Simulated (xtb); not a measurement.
xtb input (GFN2-xTB):

```bash
xtb mol.xyz --gfn 2 --ohess tight --chrg 1 --uhf 0
```
mol.xyz:
```
4

Zr    -0.00004266     0.02242010     0.03581931
H      0.76793272    -0.55208137     1.63260487
H     -0.37569240     1.78127182    -0.32420411
H     -0.39157923    -1.30280466    -1.31632392
```

End of the output:

```
    mode    ω/cm⁻¹     T·S(HO)/kcal·mol⁻¹    T·S(FR)/kcal·mol⁻¹   T·S(vib)
   ------------------------------------------------------------------------
   ------------------------------------------------------------------------

   temp. (K)  partition function   enthalpy   heat capacity  entropy
                                   cal/mol     cal/K/mol   cal/K/mol   J/K/mol
 298.15  VIB   1.42                  508.072      4.673      2.394
         ROT   241.                  888.752      2.981     13.882
         INT   341.                 1396.825      7.653     16.276
         TR   0.885E+27             1481.254      4.968     39.523
         TOT                        2878.0787    12.6216    55.7993   233.4642

       T/K    H(0)-H(T)+PV         H(T)/Eh          T*S/Eh         G(T)/Eh
   ------------------------------------------------------------------------
    298.15    0.458651E-02    0.156713E-01    0.265120E-01   -0.108407E-01
   ------------------------------------------------------------------------

         :::::::::::::::::::::::::::::::::::::::::::::::::::::
         ::                  THERMODYNAMIC                  ::
         :::::::::::::::::::::::::::::::::::::::::::::::::::::
Note: The following floating-point exceptions are signalling: IEEE_DENORMAL
normal termination of xtb
         :: total free energy          -2.656610591114 Eh   ::
         ::.................................................::
         :: total energy               -2.645769873085 Eh   ::
         :: zero point energy           0.011084811386 Eh   ::
         :: G(RRHO) w/o ZPVE           -0.021925529415 Eh   ::
         :: G(RRHO) contrib.           -0.010840718029 Eh   ::
         :::::::::::::::::::::::::::::::::::::::::::::::::::::

optimized geometry written to: xtbopt.xyz

           -------------------------------------------------
          | TOTAL ENERGY               -2.645769873085 Eh   |
          | TOTAL ENTHALPY             -2.630098551362 Eh   |
          | TOTAL FREE ENERGY          -2.656610591114 Eh   |
          | GRADIENT NORM               0.000292583947 Eh/α |
          | HOMO-LUMO GAP               2.970977138909 eV   |
           -------------------------------------------------

------------------------------------------------------------------------
------------------------------------------------------------------------
 total:
 SCF:
 ANC optimizer:
 analytical hessian:
```

The spin state was set by rule; other spins were not relaxed.
